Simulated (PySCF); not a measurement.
In(H)(Cl)(Me) (CH4ClIn), SMILES [CH3][InH][Cl].

Coordinates come from a PBE0-D3(BJ)/def2-SVP optimisation. The def2 effective core potentials stand for the cores of In; spin–orbit coupling is left out.

Computed with TDA-ωB97X/def2-SVPD (PySCF).

Vertical excitations. 

```
state  energy (eV)  λ (nm)      f                                                                    main pairs
-----  -----------  ------  -----  ----------------------------------------------------------------------------
S1            5.28     235  0.000                                                                HOMO→LUMO 94 %
S2            6.33     196  0.012                                                              HOMO−2→LUMO 96 %
S3            6.49     191  0.014                                                              HOMO−1→LUMO 88 %
S4            6.52     190  0.005                                                              HOMO−3→LUMO 93 %
S5            6.72     185  0.122                                            HOMO→LUMO+1 57 %, HOMO→LUMO+2 22 %
S6            7.07     175  0.046                                        HOMO−1→LUMO+1 69 %, HOMO−1→LUMO+2 21 %
S7            7.62     163  0.356      HOMO−2→LUMO+1 28 %, HOMO→LUMO+1 27 %, HOMO→LUMO+2 15 %, HOMO→LUMO+3 14 %
S8            7.79     159  0.033    HOMO−2→LUMO+1 29 %, HOMO→LUMO+2 18 %, HOMO−3→LUMO+2 12 %, HOMO→LUMO+3 12 %
S9            8.12     153  0.401  HOMO→LUMO+3 27 %, HOMO−3→LUMO+1 26 %, HOMO−2→LUMO+1 12 %, HOMO−3→LUMO+2 12 %
S10           8.27     150  0.148     HOMO→LUMO+3 29 %, HOMO→LUMO+2 22 %, HOMO−3→LUMO+1 16 %, HOMO−2→LUMO+1 9 %
T1            5.06     245      0                                                                HOMO→LUMO 90 %
T2            5.72     217      0                                            HOMO→LUMO+1 67 %, HOMO→LUMO+2 13 %
T3            6.06     205      0                                                              HOMO−2→LUMO 84 %
T4            6.09     204      0                                                              HOMO−1→LUMO 95 %
```
Triplets are in the Tamm–Dancoff approximation.
